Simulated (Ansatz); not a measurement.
H2 ··· AlF3

The pair of H2 (SMILES [H][H], atoms 1–2) and AlF3 (SMILES F[Al](F)F, atoms 3–6), both closed shells, in one local arrangement (a lower one may exist), relaxed at PBE0-D4/def2-TZVP:

H1  (0.651, 0.631, -1.184)
H2  (0.137, 0.163, -1.485)
F3  (0.354, -1.717, 0.453)
Al4  (-0.177, -0.178, 0.596)
F5  (0.796, 0.956, 1.263)
F6  (-1.761, 0.146, 0.357)
(Å)

Program: Ansatz 0.2.0. Basis: def2-TZVPPD, with def2-QZVPPD for the basis limit. Cores are frozen in the correlated methods. B3LYP uses VWN-RPA correlation. Extrapolation: Hartree–Fock as exp(−7.88 √X), correlation as X^−2.97. Interaction energies count from these two fragments, frozen as in the pair, with the counterpoise correction; negative means bound.

Q: What is the interaction energy by CCSD(T) at an estimated basis limit (MP2 extrapolated from triple and quadruple zeta, plus CCSD(T) − MP2 in triple zeta)? (To be estimated.)

A: The calculation gives: -5.52 kcal/mol. Hartree–Fock alone gives -3.70 kcal/mol at the basis limit. It counts from the two fragments frozen as in the pair.

The same quantity by other methods in triple zeta, and each one's difference from that estimate:
```csv
method,E_int (kcal/mol),difference
PBE-D4,-5.60,-0.09
revPBE-D4,-4.15,1.37
BLYP-D4,-3.78,1.74
r2SCAN-D4,-6.31,-0.79
B97M-V,-5.54,-0.02
PBE0-D4,-6.19,-0.67
B3LYP-D4,-4.86,0.65
HSE06-D4,-6.14,-0.62
wB97X-V,-5.84,-0.32
wB97M-V,-5.78,-0.27
B2PLYP,-4.54,0.98
HF,-3.67,1.84
MP2,-4.65,0.87
CCSD,-4.81,0.71
CCSD(T),-4.96,0.56
```
Differences are method less estimate.

Energy to bend the free fragments (PBE0-D4 minima) into their shapes in the pair, CCSD(T)/def2-TZVPPD: H2 0.09 kcal/mol; AlF3 0.72 kcal/mol. This must be added to the interaction energy to get the binding energy from relaxed fragments.

Basis-set superposition shift (counterpoise-corrected less uncorrected): CCSD(T) 0.50; MP2 0.50; HF 0.14; PBE0-D4 0.14; wB97M-V 0.15 kcal/mol.

T1 diagnostic: at most 0.014.

For scale, one of the runs: CCSD(T)/def2-TZVPPD, 202 basis functions, launched by `ansatz run in.yaml --threads 4 --pin off --events-out ev --progress --plain --max-ram 9574MiB`. The run took 28 s on 4 CPU threads of an Intel Xeon Platinum 8259CL (shared host), with 2.6 GiB of host memory at its peak.
